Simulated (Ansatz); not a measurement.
C$_{2}$H$_{6}$OSi$_{2}$ (`OC1=C[SiH2][SiH2]1`). The species carries charge 0 and has multiplicity 1.

Z-matrix (Å, degrees):
```
Si
Si 1 2.325
C 1 1.861 2 76.2
H 1 1.489 2 119.4 3 112.1
H 1 1.489 2 119.4 3 -112.1
C 2 1.892 1 73.9 3 -0.0
H 2 1.488 1 121.0 3 108.9
H 2 1.488 1 121.0 3 -108.9
H 3 1.090 1 132.3 2 180.0
O 6 1.344 2 126.6 1 180.0
H 10 0.966 6 109.6 2 -180.0
```

Problem. List the harmonic frequencies (cm⁻¹, unscaled) at PBE0-D4/def2-TZVP in Ansatz. (An estimate is asked.)

Solution. Ansatz gave: 133, 327, 330, 400, 444, 444, 510, 573, 632, 644, 680, 691, 757, 818, 857, 943, 962, 1146, 1172, 1376, 1583, 2205, 2206, 2214, 2220, 3128, 3782.

Problem. Is this a minimum?

Solution. Yes, all 27 modes are real.

Problem. Give the ideal-gas thermochemistry at 298.15 K and 1 bar (rigid rotor, harmonic oscillator; point group Cs, symmetry number 1).

Solution. Zero-point energy 186.5 kJ/mol; H(298) − E = 205.8 kJ/mol; entropy 327.8 J/(mol·K), of which translation 166.6, rotation 113.0, vibration 48.3; G(298) − E = 108.0 kJ/mol.

Problem. And at 400, 500, 600, 800 and 1000 K?

Solution. 
| T (K) | H − E (kJ/mol) | S (J/mol/K) | G − E (kJ/mol) |
| --- | --- | --- | --- |
| 400 | 218.5 | 364.5 | 72.7 |
| 500 | 233.3 | 397.3 | 34.6 |
| 600 | 249.7 | 427.2 | -6.6 |
| 800 | 286.3 | 479.8 | -97.5 |
| 1000 | 326.6 | 524.6 | -198.0 |
